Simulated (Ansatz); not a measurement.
Breaking a bond: AlB, lowest triplet found (which spin is the ground state isn't settled by this scan).

Computed with full CI/aug-cc-pVDZ, frozen core in Ansatz (an electronic-structure program).

### Question
Relative to R = 2.08 Å, what are the energies at R = 1.60, 1.70, 1.78, 1.95 Å?

### Answer
53.8 kcal/mol at 1.60 Å, 28.8 kcal/mol at 1.70 Å, 15.9 kcal/mol at 1.78 Å, 2.4 kcal/mol at 1.95 Å.

The scan ran from 1.48 to 6.98 Å; beyond the distances shown full CI changes its symmetry label.
